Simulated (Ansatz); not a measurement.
Isolated molecules relaxed with PBE0-D4/def2-TZVP in Ansatz; ΔE leaves out vibrations. CCSD(T)/CBS is the MP2 limit (def2-TZVPP, def2-QZVPP) plus CCSD(T) − MP2 in def2-TZVPP, frozen cores. This one scheme is used for every species. Functionals use def2-TZVPP. Each species was taken in one conformer, which may not be the lowest.

Consider the silylene loss: `NCS[SiH3]` → `NCS` + `[SiH2]`.

CCSD(T)/CBS gives +290.6 kJ/mol.

Question: Another level gave +319.6 kJ/mol. Which?
A. PBE0/def2-TZVPP
B. MP2/def2-TZVPP
C. BLYP-D4/def2-TZVPP
D. LDA (SPW92)/def2-TZVPP

Answer: D. LDA (SPW92) 319.6, BLYP-D4 275.9, MP2/def2-TZVPP 305.3, PBE0 296.4 kJ/mol.

Largest T1 diagnostic among the species: 0.014.

From BLYP to BHLYP (50 % exact exchange), in def2-TZVPP and without D4, ΔE moves by +25.1 kJ/mol. In def2-TZVPP, CCSD(T) changes the Hartree–Fock value by +12.2 kJ/mol (the triples alone add +5.7 kJ/mol) and MP2 by +36.0 kJ/mol. At CCSD(T), def2-SVP lies −23.4 kJ/mol from the extrapolated value and def2-TZVPP −9.1 kJ/mol.
